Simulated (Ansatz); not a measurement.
Reaction (silylene formation by 1,1-elimination): `CC[SiH2][SiH2]F` → `CC[SiH3]` + `F[SiH]`

Program: Ansatz. Geometries: PBE0-D4/def2-TZVP. ΔE: electronic, gas phase. CCSD(T)/CBS adds triple-zeta CCSD(T) − MP2 to the extrapolated MP2 energy (def2 sets, frozen cores). This one scheme is used for every species. Functionals use def2-TZVPP. B3LYP here is the variant with VWN-RPA as its local correlation; programs differ in this. Each species was taken in one conformer, which may not be the lowest.

`CC[SiH2][SiH2]F`:

Z-matrix (Å, degrees):
```
C
C 1 1.526
H 1 1.093 2 111.4
H 1 1.093 2 111.4 3 119.8
H 1 1.093 2 111.4 3 -120.1
Si 2 1.881 1 113.4 3 -60.1
H 2 1.095 1 110.5 3 61.5
H 2 1.095 1 110.5 3 178.6
Si 6 2.344 2 112.1 1 -179.4
H 6 1.491 2 110.3 1 -57.5
H 6 1.493 2 110.5 1 61.2
F 9 1.610 6 109.5 2 57.4
H 9 1.489 6 111.6 2 -61.1
H 9 1.487 6 112.4 2 176.8
```

`CC[SiH3]`:

Z-matrix (Å, degrees):
```
C
C 1 1.526
H 1 1.093 2 111.4
H 1 1.093 2 111.6 3 120.1
H 1 1.093 2 111.4 3 -119.8
Si 2 1.876 1 113.4 3 59.9
H 2 1.095 1 110.5 3 -178.6
H 2 1.095 1 110.5 3 -61.7
H 6 1.489 2 110.4 1 -59.6
H 6 1.489 2 110.4 1 59.7
H 6 1.489 2 111.1 1 -180.0
```

`F[SiH]`:

Cartesian coordinates in Å:
```
F 1.238 0.026 0.081
Si -0.184 -0.001 -0.677
H -1.054 -0.026 0.595
```

(1) Is it downhill or uphill in electronic energy at CCSD(T)/CBS, and by how much? (An estimate is asked.)

(2) What do these levels give: r2SCAN-D4, PBE0-D4, B2PLYP, B3LYP, HF/def2-TZVPP, MP2/def2-TZVPP, SCS-MP2/def2-TZVPP, CCSD/def2-TZVPP, HF/def2-QZVPP, MP2/def2-QZVPP, MP2/CBS(def2), CCSD/CBS(def2)? (Estimate.)

Largest T1 diagnostic among the species: 0.015.

## Answers

(1) Computed: Uphill: ΔE = +2.02 eV.

(2) Computed: r2SCAN-D4 2.24, PBE0-D4 2.20, B2PLYP 1.92, B3LYP 1.82, HF/def2-TZVPP 1.83, MP2/def2-TZVPP 2.07, SCS-MP2/def2-TZVPP 1.96, CCSD/def2-TZVPP 1.92, HF/def2-QZVPP 1.82, MP2/def2-QZVPP 2.11, MP2/CBS(def2) 2.14, CCSD/CBS(def2) 1.98 eV.

In def2-TZVPP, CCSD(T) changes the Hartree–Fock value by +0.12 eV (the triples alone add +0.03 eV) and MP2 by +0.24 eV. The D4 term adds +0.13 eV with B3LYP and +0.08 eV with PBE0; it sums over pairs of atoms, weighted by their polarisabilities, and B3LYP, whose exchange is more repulsive, gets the larger term. From PBE to PBE0 (25 % exact exchange), in def2-TZVPP and without D4, ΔE moves by +0.11 eV.
